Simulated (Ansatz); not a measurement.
The same path of Cl3FH4NOTa (11 atoms, charge 0, multiplicity 1) was run twice with different band settings. Lost on the way: F10–H11. Made: O2–H11.

The calculation used RKS PBE/def2-SVP (Ansatz 0.2.0).

Relaxed end points:

```xyz
11
Properties=species:S:1:pos:R:3
Ta -0.051 -0.169 -0.162
O 1.948 -0.065 -0.142
H 2.511 0.586 0.311
Cl -0.010 -0.367 2.200
Cl -0.091 0.368 -2.454
N -0.793 1.624 0.149
H -1.036 1.992 1.075
H -1.074 2.265 -0.600
Cl -1.840 -1.664 -0.344
F 1.156 -2.188 -0.559
H 1.915 -1.561 -0.405
```

```xyz
11
Properties=species:S:1:pos:R:3
Ta -0.279 -0.488 -0.238
O 1.986 0.206 -0.217
H 2.203 0.319 0.733
Cl 0.181 -0.572 2.103
Cl -0.145 0.064 -2.513
N -0.719 1.439 0.073
H -0.770 1.889 0.994
H -0.740 2.154 -0.664
Cl -2.349 -1.507 -0.187
F 0.803 -2.073 -0.534
H 2.463 -0.612 -0.478
```

Common settings: movable images 7; spring 5.0 eV/Å²; start path through a guess of the saddle point; force threshold 0.03 eV/Å; iteration limit 60; end points relaxed.

| run | climbing image | optimiser |
| --- | --- | --- |
| 1 | yes | quadratic models (default) |
| 2 | from the first iteration | lbfgs |

Task: What does each run give, and how far can it be trusted?

Result: Run 1: converged after 15 iterations, highest image 0.006 eV above the first end. The top lies less than 8 meV above the higher end, about what the thresholds resolve: that end is a shoulder or a very shallow well. A vibrational analysis at the climbing image gives one clearly imaginary mode, 167i cm⁻¹: a first-order saddle point.
Run 2: not converged after 60 iterations, highest image 0.011 eV above the first end. The band didn't meet its force threshold, so its energies are provisional: the largest band force was still 0.12 eV/Å, and over the last iterations the top stayed at 0.01 eV.
The orbitals stay closed-shell, which can raise the energy where a bond breaks towards radicals; this wasn't checked here.
